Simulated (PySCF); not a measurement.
Computed shifts of a molecule C₄H₇FO, KT2/pcSseg-1 (PySCF), GIAO, gas phase, equivalent atoms averaged, in ppm (number of nuclei): ¹³C: 134.7 (1), 130.0 (1), 71.9 (1), 19.7 (1). ¹⁹F: -210.3 (1). ¹H: 6.47 (1), 5.54 (1), 4.54 (2), 1.55 (3). References: ¹³C against TMS (σ = 185.1 ppm); ¹⁷O against H2O (σ = 330.4 ppm); ¹⁹F against CFCl3 (σ = 127.1 ppm); ¹H against TMS (σ = 31.47 ppm), references at their B3LYP-D3(BJ)/def2-TZVP geometries, non-relativistic. Geometry optimised at B3LYP-D3(BJ)/def2-SVP. Other conformers were not sampled.

Task: Which structure fits?
A) C[C@@]1(O)C[C@H]1F
B) CCO/C=C\F
C) C=C(F)CCO
D) C[C@@H](F)CC=O

Result: B, CCO/C=C\F
